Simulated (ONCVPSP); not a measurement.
## Plane-wave convergence, ONCV potential for Rb

Rb, optimised norm-conserving Vanderbilt (ONCV), made with ONCVPSP 4.0.1 (PBE, scalar-relativistic). Core [Ar] 3d10, reference 4s2 4p6 5s1. Waves: 4s+5s: rc 1.95 bohr, ncon 3, nbas 8, qcut 6.5 1/bohr, 2 projectors; 4p: rc 2.25 bohr, ncon 4, nbas 8, qcut 6 1/bohr, 2 projectors, debl 2.8 Ha; d scattering state at 0.28 Ha: rc 1.70 bohr, ncon 4, nbas 7, qcut 5.8 1/bohr, 2 projectors, debl 1 Ha. Local part: polynomial inside 1.35 bohr (lpopt 1, dvloc0 0 Ha). Core correction: none.

Question: For each optimised wave give the share of its norm inside rc, the residual kinetic energy above qcut (Ha) and the cutoffs (Ha) for errors of 10, 1, 0.1 and 0.01 mHa per electron.

Answer:

```csv
wave,norm inside rc,residual KE,10 mHa,1 mHa,0.1 mHa,0.01 mHa
4s,0.839,3.5e-07,9.8,13.3,16.1,18.3
5s,0.027,6.3e-08,4.2,10.2,13.8,16.7
4p,0.809,2.1e-07,4.8,6.5,10.4,14.2
p projector 2,0.214,2.9e-05,5.9,7.8,15.9,27.6
d projector 1,0.295,9.4e-05,7.7,12.0,16.9,53.6
d projector 2,0.212,1.3e-03,9.7,18.1,67.5,81.3
```

The occupied waves need 13 Ha and 16 Ha for 1 and 0.1 mHa.
